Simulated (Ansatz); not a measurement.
ZrGe12⁺, relaxed as a doublet with UKS PBE-D4/def2-SVP in Ansatz, starting from the GFN2-xTB geometry. Force threshold 0.03 eV/Å.

In the def2 sets Zr takes a core potential; there is no spin–orbit coupling. Single mean-field runs in def2-SVP are fitted with def2-universal-jkfit. Another isomer (doublet) lies 0.07 eV lower at PBE0-D4/def2-TZVP; other spin states weren't run for this one.

Start:

| atom | x (Å) | y (Å) | z (Å) |
| --- | --- | --- | --- |
| Zr1 | 0.046 | 0.125 | -0.164 |
| Ge2 | 0.342 | -1.040 | 2.307 |
| Ge3 | 1.181 | -2.317 | 0.043 |
| Ge4 | -0.673 | -1.661 | -1.987 |
| Ge5 | -1.359 | -2.067 | 0.675 |
| Ge6 | -2.549 | -0.142 | -0.757 |
| Ge7 | 0.575 | 1.557 | 2.049 |
| Ge8 | -0.319 | 1.042 | -2.553 |
| Ge9 | 2.474 | 0.019 | 0.938 |
| Ge10 | -1.860 | 0.359 | 1.764 |
| Ge11 | 2.049 | -0.529 | -1.741 |
| Ge12 | 1.395 | 2.273 | -0.728 |
| Ge13 | -1.300 | 2.380 | 0.153 |

| step | energy (eV) | largest force component (eV/Å) | SCF passes |
| --- | --- | --- | --- |
| 1 | -679314.2783 | 1.987 | 39 |
| 2 | -679316.2312 | 0.495 | 43 |
| 3 | -679316.3561 | 0.241 | 41 |
| 4 | -679316.4206 | 0.201 | 41 |
| 5 | -679316.4363 | 0.155 | 38 |
| 6 (rejected) | -679316.4191 | 0.309 | 42 |
| 7 | -679316.4547 | 0.171 | 38 |
| 8 | -679316.4815 | 0.156 | 41 |
| 9 | -679316.5091 | 0.300 | 42 |
| 10 | -679316.5417 | 0.129 | 39 |
| 11 | -679316.5703 | 0.122 | 37 |
| 13 | -679316.6022 | 0.080 | 39 |
| 15 | -679316.6196 | 0.124 | 40 |
| 17 | -679316.6355 | 0.056 | 40 |
| 19 | -679316.6470 | 0.118 | 42 |
| 21 | -679316.7219 | 0.243 | 58 |
| 23 | -679316.9089 | 0.210 | 47 |
| 25 | -679317.0176 | 0.397 | 46 |
| 27 | -679317.0793 | 0.337 | 51 |
| 29 | -679317.2208 | 0.330 | 44 |
| 31 | -679317.3188 | 0.599 | 45 |
| 33 | -679317.4071 | 0.102 | 40 |
| 35 | -679317.4250 | 0.067 | 40 |
| 37 | -679317.4294 | 0.026 | 32 |

Force components are those of the run's own axes.

End:

| atom | x (Å) | y (Å) | z (Å) |
| --- | --- | --- | --- |
| Zr1 | -0.4718 | 0.4139 | -0.6000 |
| Ge2 | 0.7310 | -0.8252 | 1.9472 |
| Ge3 | 0.4149 | -2.2647 | -0.1563 |
| Ge4 | 0.1098 | -1.7760 | -2.5738 |
| Ge5 | -2.0089 | -1.9665 | 0.7070 |
| Ge6 | -3.1275 | 0.2157 | 0.0178 |
| Ge7 | 0.2281 | 1.9830 | 1.6873 |
| Ge8 | 1.1992 | 0.6835 | -3.0587 |
| Ge9 | 2.6775 | 0.3003 | 0.7062 |
| Ge10 | -1.7035 | -0.0460 | 2.5198 |
| Ge11 | 2.4449 | -0.9097 | -1.5519 |
| Ge12 | 1.8296 | 2.0069 | -0.9870 |
| Ge13 | -2.3232 | 2.1849 | 1.3422 |

Bonds lost: Ge2–Ge5, Ge4–Ge5, Ge4–Ge6, Ge7–Ge9 (atoms count from 1).

No frequencies were taken in this run, so the end may be a saddle point.

It took 2.9 min on 2 threads of AMD EPYC 7R13 on a shared host and a share (18 GiB) of an NVIDIA H100 80GB HBM3, peak host memory 1 GiB.
